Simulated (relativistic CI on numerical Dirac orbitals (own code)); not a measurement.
## Ru4+: resonant inelastic scattering at the L2,3 edge

Computed with this model: Dirac-Coulomb-Breit CI, KLI orbitals optimised for each configuration, a model potential for QED, valence Slater integrals scaled by 0.8, Kramers-Heisenberg scattering through one core-hole configuration in a parametric crystal field; configurations [Kr] 4d4 → [He] 2s2 2p5 3s2 3p6 3d10 4s2 4p6 4d5; 80 K; core-hole width 1.6 eV; summed over polarisations. Incident energies are the highest absorption maxima for each field (at most a few, so the weaker spin-orbit partner edge can be absent), on the computed scale of the free ion. Intensities are in per cent of the strongest line above 0.02 eV; levels within 1 cm⁻¹ are merged; final levels count from the ground level, the first row holds all elastic scattering, lines under 0.4 are left out and each table stops after 24 rows. The scale of the Slater integrals is a model choice and moves the terms in proportion.

Field parameters in Wybourne normalisation: Oh B⁴₀ = 21Dq, B⁴₄ = √(5/14) B⁴₀. The field is a parameter set, without covalency.

S is read from ⟨S²⟩ = S(S + 1).

Oh, 10Dq = 7250 cm⁻¹:

```tsv
Final level (eV)	Degeneracy	Irrep	S	2845.4 eV	2974.7 eV
0.000	1	A1	1.96	1770.2	125.8
0.033	3	T1	1.98	46.5	30.0
0.063	2	E	1.99	74.9	12.3
0.079	3	T2	1.99	47.1	8.3
0.909	3	T2	1.99	57.4	0.4
0.915	3	T1	1.98	14.4	1.4
0.923	1	A1	1.97	23.7	17.0
1.021	3	T1	1.98	0.4	1.0
1.024	2	E	1.97	10.8	5.5
1.084	3	T2	1.97	3.0	3.8
1.265	1	A1	1.03	100.0	24.8
1.374	3	T1	1.02	27.7	14.3
1.424	3	T2	0.99	6.9	22.7
1.444	2	E	1.00	8.8	8.1
2.017	3	T2	0.92	8.5	26.3
2.044	3	T1	0.99	4.8	1.1
2.054	1	A1	1.02	17.0	4.5
2.118	3	T1	1.02	48.0	20.3
2.123	2	E	0.92	6.5	2.7
2.192	3	T2	0.90	5.2	8.2
2.250	3	T1	1.02	3.1	12.8
2.314	2	E	0.99	6.3	3.8
2.324	3	T2	0.99	8.1	0.3
2.385	3	T2	0.91	1.1	2.1
```

Oh, 10Dq = 16350 cm⁻¹:

| Final level (eV) | Degeneracy | Irrep | S | 2845.1 eV |
| --- | --- | --- | --- | --- |
| 0.000 | 1 | A1 | 1.67 | 2899.9 |
| 0.076 | 3 | T1 | 1.79 | 39.5 |
| 0.140 | 2 | E | 1.90 | 45.2 |
| 0.168 | 3 | T2 | 1.94 | 47.7 |
| 0.477 | 1 | A1 | 1.43 | 83.6 |
| 0.519 | 3 | T1 | 1.29 | 10.8 |
| 0.556 | 3 | T2 | 1.08 | 10.3 |
| 0.589 | 2 | E | 1.14 | 15.5 |
| 1.509 | 3 | T2 | 0.21 | 12.9 |
| 1.641 | 2 | E | 0.23 | 31.8 |
| 1.971 | 1 | A1 | 1.53 | 69.6 |
| 2.032 | 3 | T1 | 1.66 | 91.9 |
| 2.100 | 3 | T2 | 1.89 | 62.5 |
| 2.110 | 3 | T1 | 1.57 | 21.7 |
| 2.143 | 2 | E | 1.64 | 22.9 |
| 2.201 | 3 | T2 | 1.29 | 3.5 |
| 2.203 | 3 | T1 | 1.18 | 19.5 |
| 2.240 | 3 | T2 | 1.55 | 16.5 |
| 2.329 | 1 | A1 | 1.54 | 6.9 |
| 2.347 | 3 | T1 | 1.39 | 100.0 |
| 2.399 | 2 | E | 1.00 | 13.1 |
| 2.440 | 3 | T2 | 1.11 | 3.7 |
| 2.464 | 3 | T2 | 1.04 | 3.5 |
| 2.510 | 3 | T1 | 1.44 | 2.2 |

Oh, 10Dq = 25500 cm⁻¹:

| Final level (eV) | Degeneracy | Irrep | S | 2843.4 eV | 2845.6 eV | 2974.3 eV |
| --- | --- | --- | --- | --- | --- | --- |
| 0.000 | 1 | A1 | 1.05 | 612.8 | 1474.0 | 96.5 |
| 0.118 | 3 | T1 | 1.05 | 14.1 | 18.1 | 11.8 |
| 0.268 | 2 | E | 1.04 | 5.1 | 48.0 | 29.4 |
| 0.274 | 3 | T2 | 1.01 | 16.6 | 15.2 | 20.3 |
| 1.051 | 3 | T2 | 1.98 | 4.4 | 30.4 | 25.4 |
| 1.061 | 2 | E | 1.97 | 2.0 | 16.6 | 21.4 |
| 1.070 | 3 | T1 | 1.96 | 1.1 | 30.6 | 4.9 |
| 1.077 | 1 | A1 | 1.96 | 6.4 | 30.3 | 26.9 |
| 1.345 | 3 | T2 | 0.08 | 16.9 | 3.1 | 10.8 |
| 1.479 | 2 | E | 0.06 | 16.8 | 11.6 | 7.9 |
| 2.611 | 1 | A1 | 0.20 | 31.2 | 18.8 | 19.7 |
| 3.019 | 3 | T1 | 1.00 | 31.0 | 76.4 | 71.8 |
| 3.036 | 1 | A1 | 0.97 | 1.2 | 24.3 | 18.0 |
| 3.053 | 3 | T2 | 1.00 | 0.6 | 4.9 | 5.8 |
| 3.062 | 3 | T1 | 1.03 | 17.1 | 100.0 | 10.6 |
| 3.173 | 2 | E | 1.03 | 2.4 | 36.0 | 11.0 |
| 3.194 | 3 | T1 | 1.03 | 5.5 | 24.0 | 33.2 |
| 3.212 | 3 | T2 | 1.02 | 0.3 | 8.2 | 0.3 |
| 3.232 | 2 | E | 1.00 | 0.3 | 3.8 | 0.8 |
| 3.295 | 3 | T2 | 1.01 | 2.5 | 21.0 | 6.6 |
| 3.422 | 3 | T1 | 1.00 | 2.7 | 20.9 | 2.8 |
| 3.511 | 3 | T2 | 1.07 | 2.4 | 12.9 | 20.1 |
| 3.794 | 3 | T2 | 1.12 | 11.4 | 17.4 | 0.9 |
| 3.814 | 3 | T1 | 1.10 | 0.7 | 9.2 | 7.6 |

For the first field the strongest loss at the lowest incident energy is the level at 1.27 eV (S = 1.03, against 1.96 in the thermal ground state). Levels of other spin, the first over 8 % at 1.27 eV, appear because spin-orbit coupling of the core hole, and in heavier ions of the valence shell too, mixes spins.
